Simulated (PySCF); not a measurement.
A structure optimised at B3LYP-D3(BJ)/def2-SVP, used in a PySCF frequency run:

```xyz
12

Se     0.0675     0.2733     0.7092
C     -1.3069     1.1973    -0.3413
H     -1.5876     2.0976     0.2226
H     -2.1921     0.5563    -0.4604
H     -0.9215     1.4973    -1.3251
C      0.2602    -1.3080    -0.4552
C      0.8951    -1.0246    -1.8095
H     -0.7367    -1.7639    -0.5595
H      0.8753    -2.0037     0.1363
H      1.8961    -0.5818    -1.6940
H      0.2860    -0.3266    -2.4048
H      0.9942    -1.9558    -2.3936
```
Charge 0, spin multiplicity 1.

Task: Write its SMILES and formula.

Result: CC[Se]C, C3H8Se

Task: What are its rotational constants (standard atomic weights)?

Result: 7.1799, 3.1555, 2.4659 GHz
